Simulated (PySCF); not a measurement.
Ligands exchanged one at a time, Si OCH3-SiH3. Isolated molecules, 0 K electronic values unless said otherwise. One relaxed conformer stands for each flexible species; it need not be the lowest. Strings in code marks are SMILES.

The HOMO from two functionals at the same geometries (B3LYP-D3(BJ)/def2-SVP), both in PySCF: PBE-D3(BJ)/def2-TZVP and B3LYP-D3(BJ)/def2-TZVP. B3LYP has the VWN-RPA correlation part, as in Gaussian. 

| species | B3LYP-D3(BJ)/def2-TZVP (eV) |
|---|---|
| 0 of 4 OCH3 replaced by SiH3 | -7.81 |
| 1 of 4 OCH3 replaced by SiH3 | -7.48 |
| 2 of 4 OCH3 replaced by SiH3 (`[SiH3][Si](OC)(OC)[SiH3]` (C–O–Si–Si torsion 79°, Si–Si–O–C torsion 178°)) | -6.90 |
| 3 of 4 OCH3 replaced by SiH3 | -7.13 |

Question: What does PBE-D3(BJ)/def2-TZVP give for each?

Answer: 
- 0 of 4 OCH3 replaced by SiH3: -6.46
- 1 of 4 OCH3 replaced by SiH3: -6.36
- 2 of 4 OCH3 replaced by SiH3 (`[SiH3][Si](OC)(OC)[SiH3]` (C–O–Si–Si torsion 79°, Si–Si–O–C torsion 178°)): -5.93
- 3 of 4 OCH3 replaced by SiH3: -6.14
Over these rows, drawn at random from the members with no instability flagged (it was tested for open shells, ions and some series alone), PBE minus B3LYP-D3(BJ): mean +1.11 eV, from +0.97 eV to +1.35 eV.
